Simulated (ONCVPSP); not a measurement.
## An all-electron radial function and its pseudo partner (argon)

Columns: radius, all-electron u(r) and pseudo u(r) of the 3s shell (level -50.55 eV) of argon in the configuration [Ne] 3s2 3p4; PBE, scalar-relativistic, ONCV scheme, ONCVPSP 4.0.1.

```json
{"r (bohr)": "0.053", "all-electron": "0.2564", "pseudo": "0.0146"}
{"r (bohr)": "0.105", "all-electron": "0.0444", "pseudo": "0.0303"}
{"r (bohr)": "0.158", "all-electron": "-0.2229", "pseudo": "0.0496"}
{"r (bohr)": "0.210", "all-electron": "-0.4052", "pseudo": "0.0733"}
{"r (bohr)": "0.262", "all-electron": "-0.4843", "pseudo": "0.1035"}
{"r (bohr)": "0.315", "all-electron": "-0.4724", "pseudo": "0.1424"}
{"r (bohr)": "0.368", "all-electron": "-0.3916", "pseudo": "0.1901"}
{"r (bohr)": "0.420", "all-electron": "-0.2694", "pseudo": "0.2449"}
{"r (bohr)": "0.473", "all-electron": "-0.1208", "pseudo": "0.3077"}
{"r (bohr)": "0.525", "all-electron": "0.0339", "pseudo": "0.3741"}
{"r (bohr)": "0.578", "all-electron": "0.1898", "pseudo": "0.4447"}
{"r (bohr)": "0.630", "all-electron": "0.3340", "pseudo": "0.5149"}
{"r (bohr)": "0.683", "all-electron": "0.4675", "pseudo": "0.5862"}
{"r (bohr)": "0.735", "all-electron": "0.5829", "pseudo": "0.6547"}
{"r (bohr)": "0.788", "all-electron": "0.6838", "pseudo": "0.7218"}
{"r (bohr)": "0.840", "all-electron": "0.7664", "pseudo": "0.7835"}
{"r (bohr)": "0.893", "all-electron": "0.8343", "pseudo": "0.8401"}
{"r (bohr)": "0.945", "all-electron": "0.8856", "pseudo": "0.8869"}
{"r (bohr)": "0.998", "all-electron": "0.9237", "pseudo": "0.9238"}
{"r (bohr)": "1.050", "all-electron": "0.9483", "pseudo": "0.9483"}
{"r (bohr)": "1.102", "all-electron": "0.9618", "pseudo": "0.9618"}
{"r (bohr)": "1.155", "all-electron": "0.9655", "pseudo": "0.9655"}
{"r (bohr)": "1.208", "all-electron": "0.9605", "pseudo": "0.9605"}
{"r (bohr)": "1.260", "all-electron": "0.9483", "pseudo": "0.9483"}
{"r (bohr)": "1.313", "all-electron": "0.9299", "pseudo": "0.9299"}
{"r (bohr)": "1.365", "all-electron": "0.9070", "pseudo": "0.9070"}
```

(1) How many radial nodes do the two functions have?

(2) At about which radius was the pseudo-wave matched?

(3) Is the pseudo-wave norm-conserving?

Answers

(1) The all-electron 3s function has n − l − 1 = 2; the pseudo-wave has 0, since the states of the same l below it are removed with the core.

(2) 1.05 bohr, where the columns begin to agree (steps of 0.05 bohr).

(3) Yes: the ONCV scheme keeps the norm inside the radius equal to the all-electron one, which fixes the energy derivative of the logarithmic derivative at the level.
